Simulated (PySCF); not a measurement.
**Mayer bond orders and bond lengths**

Compound: C5H9Cl3OSi.
SMILES with atom numbers: `[CH3:1][C@H:2]([Cl:3])/[C:4](=[CH:5]\[O:6][SiH3:7])[CH:8]([Cl:9])[Cl:10]` (hydrogens: H11, H12, H13 on C1; H14 on C2; H15 on C5; H16, H17, H18 on Si7; H19 on C8)

Cartesian coordinates in Å at the GFN2-xTB level; atoms count from 1:
```
atom  x, y, z in Å
C1    -1.595   -1.887   -0.056
C2    -0.753   -0.933    0.773
Cl3   -1.547   -0.686    2.374
C4    -0.554    0.405    0.127
C5     0.660    0.831   -0.239
O6     1.763    0.109   -0.053
Si7    3.347    0.437   -0.330
C8    -1.768    1.234   -0.117
Cl9   -1.503    2.945    0.272
Cl10  -2.267    1.118   -1.837
H11   -2.589   -1.483   -0.231
H12   -1.111   -2.046   -1.017
H13   -1.691   -2.842    0.454
H14    0.224   -1.369    0.991
H15    0.782    1.800   -0.710
H16    3.556    0.680   -1.757
H17    3.899   -0.816    0.153
H18    3.752    1.616    0.434
H19   -2.617    0.897    0.480
```

Bond orders from the PBE0/pcSseg-1 density (PySCF). One conformer (not necessarily the lowest) at the GFN2-xTB geometry, without solvent, vibrations or thermal averaging.

Where do the orders between heavy atoms depart from those drawn in the SMILES?

The largest departure is 0.214, at C4–C5 (drawn double, 1.786). Drawn single, order below 0.88: O6–Si7 (0.872).

Give the Mayer order of every bond between heavy atoms, beside its length.

| bond | drawn as | length (Å) | Mayer order |
| --- | --- | --- | --- |
| C1–C2 | single | 1.519 | 1.007 |
| C2–Cl3 | single | 1.804 | 1.003 |
| C2–C4 | single | 1.500 | 1.001 |
| C4–C5 | double | 1.338 | 1.786 |
| C5–O6 | single | 1.331 | 1.013 |
| O6–Si7 | single | 1.641 | 0.872 |
| C4–C8 | single | 1.490 | 0.965 |
| C8–Cl9 | single | 1.775 | 1.041 |
| C8–Cl10 | single | 1.794 | 1.018 |

By pair of heavy elements: C–C: lowest C4–C8 (0.965, 1.490 Å), highest C4–C5 (1.786, 1.338 Å); in 2 of the 6 pairs the longer bond (by over 0.003 Å) has the higher order (by 0.02 or more). C–Cl: lowest C2–Cl3 (1.003, 1.804 Å), highest C8–Cl9 (1.041, 1.775 Å).

And the bonds to hydrogen?

C–H: 0.90 to 0.96 (6 bonds); H–Si: 0.93 to 0.95 (3 bonds).

Sum the orders of all bonds at each heavy atom with more than one neighbour and set the sums beside the valence in the SMILES.

C1 3.873 (drawn 4), C2 3.937 (drawn 4), C4 3.752 (drawn 4), C5 3.745 (drawn 4), O6 1.885 (drawn 2), Si7 3.674 (drawn 4), C8 3.927 (drawn 4). Orders between atoms that aren't bonded are not in these sums.

The Mayer order sums products of elements of PS (density times overlap matrix) between the two atoms' basis functions, so it depends on the basis set.
